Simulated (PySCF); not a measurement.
**Electron affinity of Sb by level of theory**

Sb⁻ [Kr] 4d10 5s2 5p4 (3P) → Sb [Kr] 4d10 5s2 5p3 (4S), as a difference of total energies. Computed with PySCF 2.14 in dyall-av2z, with no relativity, point nucleus. Correlated levels: valence: [Kr] 4d10 frozen; virtual orbitals above 40 to 60 times the deepest correlated orbital energy dropped. The calculations carry no spin-orbit coupling.

Problem. Order these methods by the electron affinity they give, lowest first.
A. CCSD (valence)
B. CCSD(T) (valence)
C. UHF
D. SCS-MP2 (valence)

Solution. C (0.029 eV), D (0.522 eV), A (0.554 eV), B (0.591 eV).

These non-relativistic numbers lack the scalar-relativistic shift.

The reference lies between the lowest fine-structure levels, while these numbers refer to the centres of the terms.

For comparison: 1.047 eV (measured; photodetachment measurements, as compiled on the Wikipedia data page of electron affinities).
